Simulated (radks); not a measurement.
Spherical quantum dot in the effective-mass picture: electrons in a well V = -V0 / (1 + exp((r - R)/a)) with V0 = 9.22, R = 3.28, a = 0.33, with a point charge +2 (a donor) at the centre, all in effective atomic units (hartree* = m*/eps^2 hartree, bohr* = eps/m* bohr), one dielectric constant everywhere. Method: non-relativistic Kohn-Sham, LDA (Slater exchange, Perdew-Wang correlation), spin-polarised, spherical densities; computed with a radial shooting solver with Libxc functionals. Levels are named by radial order and angular momentum (1s, 1p, 1d, 2s, ...), and open shells are averaged over m.

N = 7, configuration 1s2 1p(up 3, down 2). This is the lowest configuration that the search found. Occupied and some empty levels:

level,occupation,eigenvalue (hartree*),<r> (bohr*)
1s up,1,-7.0955,1.036
1s down,1,-7.0739,1.025
1p up,3,-6.1609,1.866
1p down,2,-6.1268,1.868
2s up,0,-5.9068,1.729
2s down,0,-5.8829,1.739
1d up,0,-5.5054,2.097
1d down,0,-5.4729,2.101
1f up,0,-4.7587,2.255
1f down,0,-4.7286,2.259

Energy (hartree*): total -57.4542, kinetic 6.6892, external -74.669, Hartree 13.450, exchange-correlation -2.9249.
